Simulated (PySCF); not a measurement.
C₄H₁₂O₃Sn, SMILES CCC[CH2][Sn]([OH])([OH])[OH] at its GFN2-xTB optimised geometry (Å):

```
20

C     -0.2971     3.1494    -1.8045
C     -0.9992     2.1774    -0.8646
C     -0.3697     0.7845    -0.9334
C     -1.0866    -0.1649     0.0000
Sn    -0.2183    -2.1664     0.0000
O     -0.6969    -3.2548    -1.5708
O      1.7514    -2.1664     0.0000
O     -0.7017    -3.3005     1.5383
H     -0.7536     4.1343    -1.7431
H     -0.3653     2.8026    -2.8330
H      0.7545     3.2407    -1.5431
H     -0.9380     2.5519     0.1596
H     -2.0561     2.1103    -1.1321
H     -0.4274     0.4171    -1.9596
H      0.6855     0.8540    -0.6633
H     -1.0400     0.1748     1.0331
H     -2.1289    -0.2961    -0.2849
H      0.0451    -3.4368    -2.1470
H      2.1289    -2.5519     0.7903
H     -1.2819    -4.0261     1.3099
```

Calculation: PBE0/def2-SVP, def2 effective core potentials past Kr (PySCF). The core electrons that the potentials of Sn replace are not part of the density. Cells within 0.4 Å of a nucleus heavier than hydrogen are left out (blank, or x).

Map of the log10 of the electron density (e/bohr³), floored at −4 on the plane z = 0.0 Å:

```
|0000000000000000000000000000000|
|0000000000000000000000000000000|
|0000000000011111100000000000000|
|0000000001122222111000000000000|
|0000000012333332211100000000000|
|0000000123445543221100000000000|
|0000001234566654321100000000000|
|0000001234577764321100000000000|
|0000012345677765322100000000000|
|0000012344567664332210000000000|
|0000012234556655443320000000000|
|0000001233455555554321000000000|
|0000012234455666555431000000000|
|0000012345566666555431000000000|
|0000023456677766554321000000000|
|00001245677xx765443321000000000|
|00001245777xx765433222100000000|
|0000124567777765543333321000000|
|0000023455667766554555432100000|
|0000012344566777655666543200000|
|0000001234557899866788754200000|
|00000001234679xx9778xx764310000|
|00000001234579xx9778xx764310000|
|0000000023456899866788754200000|
|0000000012455677655666543200000|
|0000000012345555544555432100000|
|0000000012344454443333321000000|
|0000000001233443332222100000000|
|0000000001223332221100000000000|
|0000000000112221110000000000000|
|0000000000000000000000000000000|
```
Scale: ten equal steps from -4.00 (start of '0') to 0.321 (end of '9'), in the order '0123456789'; x runs from -5.00 to 5.00, y from -5.00 (bottom) to 5.00 (top).
